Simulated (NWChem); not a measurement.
Correlation energy of H3OSi

```
Si
O 1 1.6793
H 1 1.4927 2 112.59
H 1 1.4927 3 110.13 2 126.57
H 1 1.4995 3 110.03 4 121.47
```
Charge 0, spin multiplicity 2.

The numbers come from NWChem runs, not from measurements. Structure: optimised with UPBE0/def2-SVP, a minimum by its harmonic frequencies.

Basis set: def2-SVP. Each correlation energy counts from its own Hartree-Fock reference.

The correlated methods keep 6 core orbitals frozen. The structure started from a generated list of species. The unpaired electrons of the parent sit in orbitals of symmetry a' (Cs labels of the run); other states weren't searched. The stability of the SCF solutions was not checked. Open-shell Hartree-Fock references start from PBE0 orbitals. Coupled-cluster values serve here as a point of comparison, not as the truth.

Q: Order these methods by the correlation energy they give, lowest first: CCSD(T) on UHF, SCS-UMP2, CCSD on UHF, UMP2.

A: CCSD(T) on UHF (-283.2 mHa), CCSD on UHF (-278.1 mHa), SCS-UMP2 (-248.3 mHa), UMP2 (-242.5 mHa)
